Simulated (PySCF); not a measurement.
SnBr, SMILES [Br][Sn+] (connectivity only; charge and spin as stated), charge +1, multiplicity 1. Atoms are numbered in the order given.

```xyz
2

Sn     0.0000     0.0000    -0.9977
Br     0.0000     0.0000     1.4252
```
Charge +1, spin multiplicity 1.

The structure is a stationary point at B3LYP-D3(BJ)/def2-TZVP. The multiplicity is an assumed one; other spin states were not compared. The def2 effective core potentials stand for the cores of Sn; spin–orbit coupling is left out.

Level of theory: PBE/def2-TZVPD run with PySCF.

Mulliken values depend strongly on the basis, most of all with diffuse functions as here. ESP charges are fitted to the potential on shells at 1.4 to 2.0 van der Waals radii. Atomic charges (e):

```
atom  Mulliken     ESP fit
----  --------  ----------
Sn1       1.06  (withheld)
Br2      -0.06  (withheld)
```

### Question
Complete the blanks. (Estimate from the structure and the level; the computed values follow.)

### Answer

- Sn1, ESP fit: 0.91
- Br2, ESP fit: 0.09
